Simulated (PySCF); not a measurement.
Compound: C5H8F4O.
Numbering: `[CH3:1][C@@H:2]([F:3])[O:4][CH2:5][CH2:6][C:7]([F:8])([F:9])[F:10]` (hydrogens: H11, H12, H13 on C1; H14 on C2; H15, H16 on C5; H17, H18 on C6)

The same species was optimised twice, with GFN2-xTB and with PBE0-D3(BJ)/def2-SVP (PySCF), and the same property calculations (PySCF, gas phase) were run on both structures.

```
     coordinate  GFN2-xTB  PBE0-D3(BJ)/def2-SVP  change
      C5–C6 (Å)     1.535                 1.521  -0.014
      C1–C2 (Å)     1.515                 1.501  -0.014
      C6–C7 (Å)     1.517                 1.507  -0.010
      C2–F3 (Å)     1.393                 1.386  -0.007
     C7–F10 (Å)     1.346                 1.339  -0.007
      O4–C5 (Å)     1.412                 1.405  -0.007
      C2–O4 (Å)     1.373                 1.369  -0.004
      C7–F9 (Å)     1.344                 1.342  -0.002
      C7–F8 (Å)     1.333                 1.331  -0.002
   C5–C6–C7 (°)     111.6                 114.0    +2.4
  F9–C7–F10 (°)     106.0                 107.2    +1.2
   C6–C7–F8 (°)     113.8                 112.9    -0.9
  F8–C7–F10 (°)     106.5                 107.3    +0.8
   C6–C7–F9 (°)     112.1                 111.3    -0.8
   F8–C7–F9 (°)     106.8                 107.4    +0.6
  C6–C7–F10 (°)     111.1                 110.5    -0.6
   C2–O4–C5 (°)     116.9                 116.5    -0.4
C1–C2–O4–C5 (°)       174                   174       0
C2–O4–C5–C6 (°)        86                    86       0
O4–C5–C6–C7 (°)        66                    61      -5
C5–C6–C7–F8 (°)       -65                   -68      -3
```

Rotational constants: A = 2564, B = 703.2, C = 684.9 MHz (GFN2-xTB) against A = 2547, B = 725.4, C = 702.4 MHz (PBE0-D3(BJ)/def2-SVP). Point groups within 0.08 Å: C1 and C1.

On the GFN2-xTB structure: HOMO (eV) -8.63 [PBE0/pcSseg-1]; LUMO (eV) 1.33 [PBE0/pcSseg-1]; dipole (D) 3.47 [PBE0/pcSseg-1]; GIAO shielding of C1 (ppm) 162.5 [PBE0/pcSseg-1]; GIAO shielding of C2 (ppm) 68.0 [PBE0/pcSseg-1]; GIAO shielding of F3 (ppm) 308.3 [PBE0/pcSseg-1]; GIAO shielding of O4 (ppm) 229.8 [PBE0/pcSseg-1]; GIAO shielding of C5 (ppm) 117.1 [PBE0/pcSseg-1]; GIAO shielding of C6 (ppm) 145.8 [PBE0/pcSseg-1]; GIAO shielding of C7 (ppm) 51.4 [PBE0/pcSseg-1]; GIAO shielding of F8/F9/F10 (mean) (ppm) 253.4 [PBE0/pcSseg-1].

What do these properties become on the PBE0-D3(BJ)/def2-SVP structure?

```csv
property,level,on GFN2-xTB,on PBE0-D3(BJ)/def2-SVP,change
HOMO (eV),PBE0/pcSseg-1,-8.63,-8.62,+0.01
LUMO (eV),PBE0/pcSseg-1,1.33,1.31,-0.02
dipole (D),PBE0/pcSseg-1,3.47,3.38,-0.09
"energy, GFN2-xTB geometry as zero (kcal/mol)",PBE0/pcSseg-1,0.0,-0.4,-0.4
GIAO shielding of C1 (ppm),PBE0/pcSseg-1,162.5,161.5,-1.0
GIAO shielding of C2 (ppm),PBE0/pcSseg-1,68.0,69.6,+1.6
GIAO shielding of F3 (ppm),PBE0/pcSseg-1,308.3,308.1,-0.2
GIAO shielding of O4 (ppm),PBE0/pcSseg-1,229.8,231.5,+1.7
GIAO shielding of C5 (ppm),PBE0/pcSseg-1,117.1,117.4,+0.3
GIAO shielding of C6 (ppm),PBE0/pcSseg-1,145.8,145.9,+0.1
GIAO shielding of C7 (ppm),PBE0/pcSseg-1,51.4,53.1,+1.7
GIAO shielding of F8/F9/F10 (mean) (ppm),PBE0/pcSseg-1,253.4,256.3,+2.9
```

The heavy atoms differ by 0.080 Å rms after alignment. Among bonds between heavy atoms C1–C2 and C5–C6 change most and about equally (-0.014 Å). Changes are differences of the printed values. Neither structure is proved a minimum here.

Conformer computed: `[CH3:1][C@@H:2]([F:3])[O:4][CH2:5][CH2:6][C:7]([F:8])([F:9])[F:10]`: C1–C2–O4–C5 174°, C2–O4–C5–C6 86°, O4–C5–C6–C7 61°, C5–C6–C7–F8 -68°.
